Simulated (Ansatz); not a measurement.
Consider the redistribution: `C[SiH](Cl)[SnH3]` + `[SiH3]/N=[CH]\[GeH3]` → `C[SiH](Cl)[GeH3]` + `[SiH3]/N=[CH]\[SnH3]`.

Program: Ansatz. Geometries: PBE0-D4/def2-TZVP. ΔE: electronic, gas phase. CCSD(T)/CBS is the MP2 limit (def2-TZVPP, def2-QZVPP) plus CCSD(T) − MP2 in def2-TZVPP, frozen cores. Double bonds are as drawn, so ΔE can hold a change between cis and trans. DFT in def2-TZVPP. B3LYP here is the variant with VWN-RPA as its local correlation; programs differ in this. Elements past krypton have def2 core potentials. For Ge, Sn outer-core shells are correlated without core-valence functions, which leaves a few kJ/mol of doubt a bond. Scalar relativity is left out up to krypton.

`C[SiH](Cl)[SnH3]`:

```xyz
11

C    -0.222    1.374    1.183
Si   -0.564   -0.358    0.585
Cl    0.141   -1.701    1.996
Sn    0.582   -0.891   -1.648
H    -0.619    2.101    0.469
H    -0.699    1.543    2.151
H     0.850    1.545    1.290
H    -2.030   -0.587    0.485
H     0.026    0.159   -2.878
H     2.272   -0.689   -1.506
H     0.264   -2.496   -2.129
```

`[SiH3]/N=[CH]\[GeH3]`:

Z-matrix (Å, degrees):
```
Si
N 1 1.738
H 1 1.483 2 107.3
H 1 1.483 2 107.3 3 118.2
H 1 1.494 2 113.9 3 -120.9
C 2 1.259 1 129.6 3 121.1
Ge 6 1.997 2 128.4 1 0.0
H 6 1.102 2 117.4 1 180.0
H 7 1.536 6 110.4 2 -60.8
H 7 1.536 6 110.4 2 60.2
H 7 1.538 6 107.6 2 179.7
```

`C[SiH](Cl)[GeH3]`:

```xyz
11

C     1.531   -0.339   -0.795
Si    0.468    0.450    0.515
Cl    1.002   -0.317    2.362
Ge   -1.850    0.021    0.194
H     1.372   -1.419   -0.827
H     2.588   -0.150   -0.595
H     1.284    0.076   -1.777
H     0.718    1.914    0.576
H    -2.318    0.592   -1.157
H    -2.112   -1.494    0.193
H    -2.684    0.666    1.311
```

`[SiH3]/N=[CH]\[SnH3]`:

Z-matrix (Å, degrees):
```
Si
N 1 1.738
H 1 1.496 2 111.8
H 1 1.483 2 108.1 3 120.5
H 1 1.483 2 108.1 3 -120.5
C 2 1.257 1 127.6 3 0.0
Sn 6 2.202 2 129.2 1 -0.0
H 6 1.102 2 117.6 1 180.0
H 7 1.706 6 111.4 2 61.5
H 7 1.706 6 111.4 2 -61.3
H 7 1.710 6 105.7 2 -179.9
```

**Question.** Is it downhill or uphill in electronic energy at CCSD(T)/CBS, and by how much? (Best estimate.)

**Answer.** Ansatz gave: Uphill: ΔE = +9.8 kJ/mol.

**Question.** What do these levels give: ωB97X-V, B2PLYP, B3LYP, SCS-MP2/def2-TZVPP, MP2/def2-QZVPP, HF/CBS(def2)? (An estimate is asked.)

**Answer.** Computed: ωB97X-V 9.7, B2PLYP 9.2, B3LYP 9.1, SCS-MP2/def2-TZVPP 10.0, MP2/def2-QZVPP 11.0, HF/CBS(def2) 13.0 kJ/mol.

Largest T1 diagnostic among the species: 0.015.

In def2-TZVPP, CCSD(T) changes the Hartree–Fock value by −5.0 kJ/mol (the triples alone add −1.2 kJ/mol) and MP2 by −3.1 kJ/mol.
